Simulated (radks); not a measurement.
These are the eigenvalues of the occupied orbitals of an atom or ion with whole-number occupations (Ry). All-electron calculation, scalar-relativistic Kohn-Sham, BLYP, spin-polarised, spherical densities, finite nucleus; Fermi nuclear charge, rms radius of each element as measured or else 0.836 A^(1/3) + 0.57 fm. Program: a radial shooting solver on a logarithmic mesh with Libxc functionals.

| orbital | eigenvalue |
|---|---|
| 1s | -1705.765 |
| 2s | -257.8689 |
| 2p | -232.4124 |
| 3s | -55.87820 |
| 3p | -47.51037 |
| 3d | -34.16145 |
| 4s | -17.11414 |
| 4p | -14.54124 |

Which element is it, and in what charge state? The configuration may be excited. Open shells, if any, are filled with parallel spins first.

Answer. Z = 45, rhodium, charge +9: Rh9+ in [Kr]. The list shows which subshells hold electrons but not how many an open one holds; the 1s level, -852.88 hartree, gives Z - s = 41.3 by -(Z - s)^2/2, which with screening and relativity narrows Z to a few neighbours, and the depths of the outer levels then fix element, charge and occupations together.
